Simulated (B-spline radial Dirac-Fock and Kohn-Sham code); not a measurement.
## The Tm-like isoelectronic sequence (69 electrons), Z = 69 to 81

Model: Dirac-Fock (average of configuration) total-energy differences with a finite nucleus, the Breit interaction including its frequency dependence, and self-energy and vacuum-polarisation corrections. Program: a B-spline atomic structure program. Binding energies in eV, tabulated ground configurations. Electron correlation is not included.

```
  ion  configuration       1s   3d5/2  5p1/2  5p3/2  outermost level  NIST ionisation energy
   Tm  [Xe] 4f13 6s2  59386.3  1468.4  35.05  29.40        5.08 (6s)                6.184402
  Yb⁺  [Xe] 4f14 6s1  61335.4  1534.5  43.08  37.02       11.27 (6s)                12.17919
 Lu²⁺  [Xe] 4f14 6s1  63336.3  1616.1  59.41  52.35       19.94 (6s)                 20.9594
 Hf³⁺  [Xe] 4f14 5d1  65376.6  1698.1  74.67  66.64       31.97 (5d)           33.37 ± 0.025
 Ta⁴⁺  [Xe] 4f14 5d1  67462.9  1787.3  94.39  85.14       46.68 (5d)          48.272 ± 0.025
  W⁵⁺  [Xe] 4f14 5d1  69592.4  1880.3  115.8  105.2       62.99 (5d)            64.77 ± 0.04
 Re⁶⁺  [Xe] 4f14 5d1  71766.0  1976.8  138.8  126.6       80.78 (5d)            82.71 ± 0.05
 Os⁷⁺  [Xe] 4f14 5d1  73983.7  2076.8  163.3  149.5       99.99 (5d)           102.02 ± 0.07
 Ir⁸⁺  [Xe] 4f14 5d1  76247.1  2180.2  189.2  173.7       120.6 (5d)             122.7 ± 0.9
 Pt⁹⁺  [Xe] 4f14 5d1  78556.0  2287.0  216.7  199.3       142.5 (5d)             144.9 ± 1.1
Au¹⁰⁺  [Xe] 4f14 5d1        ?       ?      ?      ?                ?                       ?
Hg¹¹⁺  [Xe] 4f14 5d1  83314.2  2510.3  275.9  254.2       190.1 (5d)             192.7 ± 1.7
Tl¹²⁺  [Xe] 4f14 5d1  85765.3  2626.8  307.7  283.6       215.9 (5d)               218.3 ± 2
```

Task: Fill in the row of Au¹⁰⁺.

Result: 1s 80911.6, 3d5/2 2397.0, 5p1/2 245.6, 5p3/2 226.1, outermost 165.7 (5d), NIST 168.2 ± 1.4 eV.

NIST's values are for the lowest levels; a dash marks a value that is missing or belongs to another shell. Their kind here: measured, semi-empirical. Where a p, d or f shell is open in either ion the computed value averages over both j values and all terms, while the table refers to the lowest levels; that difference holds spin-orbit splitting (largest in heavy or highly charged ions), term energies where several electrons share open shells, and correlation, and it can reach 10 % or more.
